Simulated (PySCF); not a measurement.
C₂H₃Cl₂Ga, SMILES C=[CH][Ga]([Cl])[Cl].

Coordinates come from a r2SCAN-D4/def2-SVP optimisation. The structure was generated by enumeration; whether it is a known compound was not checked. One conformer was computed; it need not be the lowest.

All values below come from PBE/def2-TZVP (PySCF).

Symmetry labels are those of the subgroup Cs that the program uses (full group Cs).

Computed valence orbital energies around the gap with their symmetry:
```
orbital  symmetry  energy (eV)
-------  --------  -----------
HOMO−7         A'       -10.29
HOMO−6         A'        -9.10
HOMO−5         A'        -8.38
HOMO−4         A"        -8.31
HOMO−3         A"        -7.77
HOMO−2         A'        -7.57
HOMO−1         A"        -7.56
HOMO           A'        -7.49
LUMO           A"        -2.76
LUMO+1         A'        -1.70
LUMO+2         A"        -0.73
LUMO+3         A'         0.48
```
